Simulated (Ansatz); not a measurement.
Computed with Ansatz on PBE0-D4/def2-TZVP structures; ΔE is electronic, products minus reactants. CCSD(T)/CBS is the MP2 limit (def2-TZVPP, def2-QZVPP) plus CCSD(T) − MP2 in def2-TZVPP, frozen cores. This one scheme is used for every species. DFT in def2-TZVPP. HSE06 is defined as in plane-wave codes. Elements past krypton have def2 core potentials. For Sn outer-core shells are correlated without core-valence functions, which leaves a few kJ/mol of doubt a bond. Each species was taken in one conformer, which may not be the lowest.

`C[CH2][Sn][CH3]` + `OBCl` → `COBCl` + `[CH3][Sn][CH3]`  (substitution at a C–C bond)

`C[CH2][Sn][CH3]`:

```xyz
12

C    -1.335    0.154    0.493
C    -1.004   -0.476   -0.850
Sn    1.072   -1.101   -1.248
C     1.990    0.214    0.242
H    -0.735    1.048    0.680
H    -2.387    0.450    0.561
H    -1.144   -0.534    1.322
H    -1.642   -1.343   -1.051
H    -1.219    0.227   -1.669
H     1.598   -0.014    1.238
H     1.730    1.256    0.025
H     3.076    0.118    0.257
```

`OBCl`:

```xyz
5

O     0.194   -1.042    0.066
B    -0.328    0.164   -0.195
Cl    0.460    1.640    0.371
H     1.011   -1.011    0.575
H    -1.337    0.249   -0.817
```

`COBCl`:

Z-matrix (Å, degrees):
```
C
O 1 1.416
H 1 1.091 2 108.7
H 1 1.093 2 111.5 3 120.8
H 1 1.091 2 108.6 3 -118.4
B 2 1.334 1 121.8 3 -120.7
Cl 6 1.755 2 118.3 1 -180.0
H 6 1.195 2 122.7 1 0.0
```

`[CH3][Sn][CH3]`:

Cartesian coordinates in Å:
```
C 0.214 0.627 -1.441
Sn -1.271 0.840 0.155
C -0.248 -0.603 1.446
H 1.204 0.883 -1.052
H 0.000 1.253 -2.308
H 0.255 -0.420 -1.760
H 0.778 -0.266 1.626
H -0.749 -0.747 2.404
H -0.184 -1.567 0.930
```

Problem. Is it downhill or uphill in electronic energy at CCSD(T)/CBS, and by how much? (Estimate.)

Solution. Computed: Uphill: ΔE = +42.5 kJ/mol.

Problem. What do these levels give: PBE-D4, r2SCAN-D4, B97M-V, r2SCANh-D4, BHLYP-D4, revPBE, HSE06, BHLYP, LC-ωPBE, HF/def2-SVP, CCSD(T)/def2-SVP, SCS-MP2/def2-TZVPP? (An estimate is asked.)

Solution. Ansatz gave: PBE-D4 39.9, r2SCAN-D4 38.2, B97M-V 36.3, r2SCANh-D4 38.9, BHLYP-D4 35.2, revPBE 34.5, HSE06 38.1, BHLYP 30.7, LC-ωPBE 36.8, HF/def2-SVP 26.9, CCSD(T)/def2-SVP 40.0, SCS-MP2/def2-TZVPP 40.2 kJ/mol.

Largest T1 diagnostic among the species: 0.013.

The D4 term adds +5.2 kJ/mol with B3LYP and +2.8 kJ/mol with PBE0; it sums over pairs of atoms, weighted by their polarisabilities, and B3LYP, whose exchange is more repulsive, gets the larger term. In def2-TZVPP, CCSD(T) changes the Hartree–Fock value by +14.6 kJ/mol (the triples alone add +1.4 kJ/mol) and MP2 by +20.2 kJ/mol.

B3LYP here is the variant with VWN-RPA as its local correlation; programs differ in this.
